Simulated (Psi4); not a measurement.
A dimer, CH4 ··· CH5N (SMILES C and CN); the first 5 atoms form monomer A.

```
12

C      0.0000     0.0000     0.0000
H     -0.6211     0.8916    -0.0742
H     -0.4770    -0.8203    -0.5346
H      0.1216    -0.2715     1.0477
H      0.9765     0.2002    -0.4389
C     -1.2619    -2.1589    -3.1574
N     -1.4622    -2.5616    -1.7659
H     -0.1945    -2.0298    -3.3436
H     -1.7380    -1.1912    -3.3231
H     -1.6527    -2.8600    -3.9078
H     -2.4480    -2.6764    -1.5638
H     -1.0181    -3.4533    -1.5828
```

Problem. What interaction energy does SAPT0/jun-cc-pVDZ, frozen core run with Psi4 give, and which attractive term is the largest?

Solution. Total -0.07 kJ/mol: electrostatics -12.24, exchange 23.13, induction -4.76, dispersion -6.20. The most attractive term is electrostatics.
